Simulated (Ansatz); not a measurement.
`[O]=[V]([OH])([OH])[Cl]` + H–F → `[O]=[V]([OH])([F])[Cl]` + H₂O at 700 K and 1 bar (ligand exchange at a V–O bond).

Computed with Ansatz on PBE0-D4/def2-TZVP structures; ΔE is electronic, products minus reactants. CCSD(T)/CBS adds triple-zeta CCSD(T) − MP2 to the extrapolated MP2 energy (def2 sets, frozen cores). This one scheme is used for every species. For V outer-core shells are correlated without core-valence functions, which leaves a few kJ/mol of doubt a bond. Scalar relativity is left out up to krypton. One conformer a species, not always the lowest.

```csv
species,CCSD(T)/CBS energy (Eh),H − E (kJ/mol),S (J/(mol·K))
`[O]=[V]([OH])([OH])[Cl]`,-1630.12269,153.9,440.6
H–F,-100.39570,45.2,198.5
`[O]=[V]([OH])([F])[Cl]`,-1654.14507,117.9,423.1
H₂O,-76.37941,80.5,218.4
```

H − E and S are ideal-gas, rigid-rotor, harmonic terms from PBE0-D4/def2-TZVP, for one conformer and one mirror image of each species. 1 Eh = 2625.50 kJ/mol, R = 8.31446 J/(mol·K).

Problem. By hand: ΔE, ΔH, ΔS and ΔG.

Solution. ΔE = (-1654.14507) + (-76.37941) − (-1630.12269) − (-100.39570) = -0.00609 Eh = -16.0 kJ/mol. Δ(H − E) = 117.9 + 80.5 − 153.9 − 45.2 = -0.7, so ΔH = -16.7 kJ/mol. ΔS = 423.1 + 218.4 − 440.6 − 198.5 = 2.4 J/(mol·K). ΔG = -16.7 − 700 × (2.4)/1000 = -18.4 kJ/mol.

Problem. By hand: the equilibrium constant, and the temperature at which ΔG would vanish if ΔH and ΔS stayed fixed.

Solution. log₁₀ K = −ΔG/(RT ln 10) = 1.4. ΔH and −TΔS have one sign here, so there is no such temperature. One of them is within its doubt of zero, so this could turn.

The number of gas molecules stays the same, so ΔS is small and ΔH decides. A doubt of 5 kJ/mol in ΔE shifts log₁₀ K by 0.4 here. Other conformers and mirror images would add mixing entropy, several J/(mol·K) or more a flexible species. These are equilibria of isolated gas molecules and say nothing of rates. Largest T1 diagnostic: 0.032 (customary marks: 0.02 for closed shells, 0.045 for open ones).
